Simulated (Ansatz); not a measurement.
Ideal-gas functions of AlFH4SSi, SMILES `[F][Al]([SiH3])[SH]` at 298.15 K and 1 bar, from an Ansatz frequency run at PBE0-D4/def2-TZVP.

Molar mass 110.16 g/mol, point group Cs (symmetry number 1), electronic degeneracy 1, moments of inertia 119.799, 279.414, 393.352 u Å². Harmonic wavenumbers (cm⁻¹, unscaled): 40, 94, 170, 173, 279, 340, 453, 453, 546, 622, 834, 863, 935, 936, 2210, 2221, 2225, 2701.

Use S(trans) = R[1.5 ln M + 2.5 ln T − 1.1517]; rotational temperatures θ = 24.2544 K / I; S(rot) = R[ln(√π/σ · √(T³/θAθBθC)) + 1.5]; for each mode x = 1.438777 ν̃/T, S = R[x/(eˣ − 1) − ln(1 − e⁻ˣ)] and H = RT x/(eˣ − 1); 1 cm⁻¹ = 0.0119627 kJ/mol; R = 8.31446 J/(mol·K).

Q: By hand: the entropy, in J/(mol·K).

A: Translation 167.5. Rotation: θ = 0.2025, 0.0868, 0.0617 K, giving 116.7. Vibration, mode by mode: 22.00, 14.96, 10.19, 10.05, 6.44, 5.07, 3.29, 3.29, 2.31, 1.73, 0.76, 0.68, 0.51, 0.51, 0.00, 0.00, 0.00, 0.00, in all 81.8. Electronic 0.0. Sum 366.0 J/(mol·K).

Q: By hand: H − E and G − E in kJ/mol, counted from the electronic energy.

A: Zero-point energy ½ × 16095 × 0.0119627 = 96.3; thermal vibration 12.4; translation, rotation and pV give 4 RT = 9.9. H − E = 118.6 kJ/mol, and G − E = 118.6 − 298.15 × 366.0/1000 = 9.5 kJ/mol.

Vibration gives 22 % of the entropy, 37.0 J/(mol·K) of it from the modes under 150 cm⁻¹: soft modes count most, and the harmonic formula is weakest for them. The sum counts one conformer and one mirror image; others add a mixing term.
